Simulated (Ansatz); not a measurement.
Kohn–Sham single points on `ClI`.

```yaml
crystal:
  periodic: [false, false, false]
  atoms:
    - {symbol: Cl, position_ang: [0.000000, 0.000000, -0.002580]}
    - {symbol: I, position_ang: [-0.000000, -0.000000, 2.309100]}
basis:
  gaussian: {orbitals: def2-TZVPP}
hamiltonian: {xc: {name: CAM-B3LYP}, dispersion: d4}
output: {orbitals: {seedname: orbitals}}
```

```sh
$ ansatz run in.yaml --threads 2 --pin off --events-out ev --progress --plain --max-ram 20480MiB --backend cpu
```

It prints (some lines left out):

```
Functional definition: CAM-B3LYP
724 factors; their error is unknown
126 factors; integrals over basis functions are off by at most 2.1e-4 eV
mean field evaluation 1: about -20623.9159 eV, gradient 1.2e1 eV
mean field evaluation 2: about -20624.0106 eV, gradient 1.0e1 eV
mean field evaluation 4: about -20624.1967 eV, gradient 4.6e-1 eV
mean field evaluation 8: about -20624.4323 eV, gradient 5.6e-1 eV
mean field evaluation 16: about -20624.4325 eV, gradient 5.6e-5 eV
mean field -20624.43252536 eV, -757.9339155646 hartree, gradient 5.6e-5 eV, S^2 0.000000; 0 other end points of the search recorded, 0 dependent functions left out
reference -20624.43261414 eV, -757.9339188272 hartree; 21, 21 occupied and 71, 71 virtual orbitals, 724 factors
Total energy: -20624.47000682 eV, -757.9352929828 hartree
```

Run time 1.3 s (2 threads of an AMD EPYC 7R13 on a shared host); peak host memory 0.19 GiB.

With the line `hamiltonian: {xc: {name: PBE-QIDH}}` (abridged; 1.7 s):

```
Functional definition: PBE-QIDH
mean field evaluation 16: about -20606.8533 eV, gradient 1.5e-5 eV
mean field -20606.85330191 eV, -757.2878910185 hartree, gradient 2.4e-6 eV, S^2 0.000000
9 core orbitals not correlated: weight in the atoms' cores, before any rotation towards them, 1.000 or more for the frozen orbitals, at most 0.000 for the correlated occupied ones
second order -20.47930893 eV of doubles, -0.00000000 eV of singles
Total energy: -20613.67974621 eV, -757.5387582192 hartree
```

The same input with `hamiltonian: {xc: {name: wB97M-V}}` and forces (abridged; 3.2 s):

```
Functional definition: wB97M-V
mean field evaluation 16: about -20622.8697 eV, gradient 9.2e-6 eV
mean field -20622.86974440 eV, -757.8764844234 hartree, gradient 9.4e-6 eV, S^2 0.000000
Total energy: -20622.86977437 eV, -757.8764855249 hartree
Atom 0 force    -0.000000     0.000000    -0.024104 eV/Å
Atom 1 force     0.000000    -0.000000     0.024104 eV/Å
Dipole moment:    -0.000000     0.000000     0.251370 e Å
```

The same input with `hamiltonian: {xc: {name: r2SCAN0}, dispersion: d4}` (abridged; 2.1 s):

```
Functional definition: r2SCAN0
mean field -20625.40682756 eV, -757.9697205101 hartree, gradient 2.8e-5 eV, S^2 0.000000
Total energy: -20625.41704960 eV, -757.9700961631 hartree
```

With the line `hamiltonian: {xc: hse06, dispersion: d4}` (abridged; 1.2 s):

```
Functional definition: HSE06
mean field evaluation 16: about -20619.9621 eV, gradient 4.6e-5 eV
mean field -20619.96206523 eV, -757.7696291851 hartree, gradient 4.6e-5 eV, S^2 0.000000
Total energy: -20619.99618826 eV, -757.7708831831 hartree
```

Changing it to `hamiltonian: {xc: {name: B3LYP}, dispersion: d4}` and forces (abridged; 1.4 s):

```
Functional definition: B3LYP
mean field evaluation 16: about -20626.9929 eV, gradient 1.7e-5 eV
mean field -20626.99286637 eV, -758.0280063611 hartree, gradient 1.7e-5 eV, S^2 0.000000
Total energy: -20627.06503039 eV, -758.0306583399 hartree
Atom 0 force     0.000000     0.000000    -0.510734 eV/Å
Atom 1 force    -0.000000    -0.000000     0.510734 eV/Å
Dipole moment:    -0.000000     0.000000     0.236921 e Å
```

HSE06 is the plane-wave form, built on full-range PBE exchange.

B3LYP takes the VWN-RPA correlation (the form of Gaussian; ORCA's B3LYP/G).
